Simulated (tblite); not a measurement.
C$_{7}$H$_{15}$N$_{2}$ (SMILES C[CH]NC(C)=NC(C)C), doublet, at a GFN2-xTB geometry; GFN1-xTB in tblite.

Input for tblite:
```
$ tblite run mol.xyz --method gfn1 --charge 0 --spin 1 --json tblite.json --no-restart

# file mol.xyz
24

C     -3.42005593    -1.59776288     0.17650524
C     -2.00634910    -1.16044827     0.15490569
N     -1.68945754     0.15737295     0.05938301
C     -0.42684669     0.66714745    -0.05503179
C     -0.35771628     2.17869080    -0.11380270
N      0.54968540    -0.16121517    -0.11342333
C      1.91686145     0.26343604    -0.21423436
C      2.54775746     0.27864727     1.18368317
C      2.65036474    -0.73425151    -1.11230001
H     -4.07846862    -0.77732044     0.46145898
H     -3.74902579    -1.96570758    -0.80299394
H     -3.55844674    -2.41535148     0.88450225
H     -1.18782910    -1.84865105     0.08833311
H     -2.45764824     0.81457998     0.09124210
H      0.30478606     2.55832315     0.66234375
H     -1.34113487     2.62317347     0.02131315
H      0.03719562     2.49812053    -1.07825086
H      2.01764096     1.27174004    -0.65303333
H      2.46033121    -0.70777074     1.63151180
H      3.59875837     0.55088648     1.12128289
H      2.03649917     0.99335249     1.82534593
H      3.70365877    -0.47485828    -1.18881258
H      2.55580081    -1.73353202    -0.69700622
H      2.21219313    -0.73284238    -2.10730593
```

Task: Predict the main parts of the log of this tblite run.

Result: 
```
xTB calculator
 | screened Coulomb repulsion
 | Coulomb electrostatics
 |  * isotropic Klopman-Ohno-Mataga-Nishimoto electrostatics
 |  * onsite third-order electrostatics
 | DFT-D3(BJ) dispersion correction

halogen bonding energy    0.0000000000000E+00 Eh
repulsion energy          3.9770764711341E-01 Eh
dispersion energy        -1.0051097359168E-02 Eh
number of electrons       5.3000000000000E+01 e
integral cutoff           1.9731147476801E+01 bohr

------------------------------------------------------------
  cycle        total energy    energy error   density error
------------------------------------------------------------
      1     -29.10148149146  -2.9489138E+01   5.9855115E-01
      2     -29.21945899444  -1.1797750E-01   3.4774336E-01
      3     -29.21569638075   3.7626137E-03   1.0466934E-01
      4     -29.22369033285  -7.9939521E-03   1.3905545E-02
      5     -29.22442440727  -7.3407442E-04   2.4145096E-03
      6     -29.22444409643  -1.9689160E-05   6.2648170E-04
      7     -29.22444590940  -1.8129673E-06   1.6595555E-04
      8     -29.22444593283  -2.3432925E-08   1.0873096E-04
      9     -29.22444596449  -3.1656285E-08   4.2794520E-05
     10     -29.22444597238  -7.8936928E-09   5.3579682E-06
------------------------------------------------------------

electronic energy        -2.9612102522133E+01 Eh
total energy             -2.9224445972379E+01 Eh

Post processing:
 | Mayer-Wiberg bond orders

[Info] JSON dump of results written to 'tblite.json'
```
